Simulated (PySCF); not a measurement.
SMILES CC(C)(C)[SiH2][SiH2][SeH] (GFN2-xTB optimised geometry):

```
21

C      2.284     0.167     1.254
C      1.754    -0.529     0.000
C      2.266    -1.968    -0.021
C      2.278     0.203    -1.235
Si    -0.165    -0.529     0.000
Si    -0.950     1.659     0.000
Se    -3.254     1.664     0.083
H      1.931    -0.334     2.153
H      3.373     0.150     1.266
H      1.963     1.207     1.290
H      3.355    -1.987    -0.022
H      1.919    -2.515     0.853
H      1.917    -2.491    -0.909
H      1.918    -0.268    -2.148
H      1.961     1.245    -1.238
H      3.368     0.183    -1.255
H     -0.627    -1.289    -1.172
H     -0.629    -1.275     1.184
H     -0.539     2.515     1.119
H     -0.738     2.444    -1.216
H     -3.373     0.768     1.193
```

Method: B3LYP/def2-SVP in PySCF 2.14.0.

### Question
What are the frontier orbital energies and the dipole moment?

### Answer
HOMO-2 -8.38 eV, HOMO-1 -7.62 eV, HOMO -6.30 eV, LUMO -0.55 eV, LUMO+1 0.18 eV; dipole moment 2.23 D.

Meta-Löwdin charges at B3LYP/def2-SVP: C1 -0.28, C2 -0.12, C3 -0.28, C4 -0.28, Si5 0.40, Si6 0.30, Se7 -0.22, H8 0.09, H9 0.09, H10 0.09, H11 0.09, H12 0.09, H13 0.09, H14 0.09, H15 0.09, H16 0.09, H17 -0.09, H18 -0.10, H19 -0.09, H20 -0.08, H21 0.05.
